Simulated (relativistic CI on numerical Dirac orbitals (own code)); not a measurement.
# Au III: sensitivity of the levels to the model

Base calculation: Dirac-Coulomb-Breit CI, orbitals from a KLI potential per configuration, QED by a radiative potential, valence Slater integrals scaled by 0.85, P86 correlation energy added to each configuration.

Configurations in the expansion (outside the closed core [Xe] 4f14): 5d⁹, 5d⁸6s, 5d⁸6p, 5d⁸5f, 5d⁷6s6p, 5d⁸7s, 5d⁸6d, 5d⁸7p, 5d⁸7d, 5d⁸6f, 5d⁸5g, 5d⁸7f, 5d⁷5f6s, 5d⁷6s², 5d⁶6s²6p, 5d⁶5f6s², 5d⁶6s²7s, 5d⁶6s²6d, 5d⁶6s²7p. Double excitations out of closed p, d and f shells are left out; levels of such configurations are missing from the list, as are those of other unlisted configurations, and high levels can miss mixing partners.

The lowest level and the first level of each name with at least 55 % of one term (blank where a level has no safe partner in the second run):

| Level | Base (cm⁻¹) | Shift (cm⁻¹) |
| --- | --- | --- |
| 5d⁹ ²D5/2 | 0.0 | 0.0 |
| 5d⁹ ²D3/2 | 11794.4 | +16.5 |
| 5d⁸6s ⁴F9/2 | 33354.7 | -1486.5 |
| 5d⁸6s ⁴F7/2 | 38907.6 | -1017.5 |
| 5d⁸6s ⁴F5/2 | 47827.9 |  |
| 5d⁸6s ²F7/2 | 49618.3 | -76.4 |
| 5d⁸6s ⁴P3/2 | 54013.6 | +50.2 |
| 5d⁸6s ⁴P1/2 | 54189.3 | +1039.3 |
| 5d⁸6s ²G9/2 | 61741.2 | +1538.5 |
| 5d⁸6s ²G7/2 | 62503.3 | +1604.3 |
| 5d⁸6s ²P1/2 | 63866.0 | +1699.2 |
| 5d⁸6p ⁴D°7/2 | 89809.4 | -2622.3 |
| 5d⁷6s² ⁴F9/2 | 89837.8 | -1963.5 |
| 5d⁸6s ²S1/2 | 90536.2 | +5166.9 |
| 5d⁷6s² ⁴F7/2 | 100271.2 | -2217.5 |
| 5d⁷6s² ⁴F5/2 | 101825.1 | -1109.3 |
| 5d⁸6p ⁴G°11/2 | 102881.8 | -1582.6 |
| 5d⁸6p ⁴F°9/2 | 104499.2 | -1471.5 |
| 5d⁸6p ²F°7/2 | 106191.6 | -1425.8 |
| 5d⁸6p ⁴D°3/2 | 106978.4 | -2251.4 |
| 5d⁷6s² ⁴P5/2 | 109060.7 | -488.6 |
| 5d⁸6p ²D°5/2 | 109268.1 | -811.4 |

For a near-neutral ion this model can misplace configurations by up to about 10,000 cm⁻¹ (more where the count of f electrons changes) and terms by 10 to 25 % of their spread. Rates follow the energies as ν³ (E1, M1) or ν⁵ (E2), so they and the lifetimes can be off by large factors. The fine structure of a lone outer electron comes out too small, for d and f at times inverted, and misplaced configurations move strength between like terms. 10 of the 16 excited levels that our extract of the measured tables holds in this range could be paired (the sources list more); they are missed by 3779 cm⁻¹ on average and 5539 at most, and levels without a partner can miss by more.

One thing was changed in a second run, which moved the levels as shown. Which?
A. QED terms removed
B. Slater integrals left unscaled
C. Breit term removed
D. self-excluded LDA correlation estimate
E. configuration mixing switched off
F. non-relativistic limit

B. Slater integrals left unscaled. Scaling acts on the splittings between terms and on the mixing, and leaves the fine structure of pure LS terms nearly alone; in jj coupling it moves the levels of one term differently.

LS names give the leading component of a level, which can be under half, so a name can repeat, a term be missing and a line seem to break the LS rules.
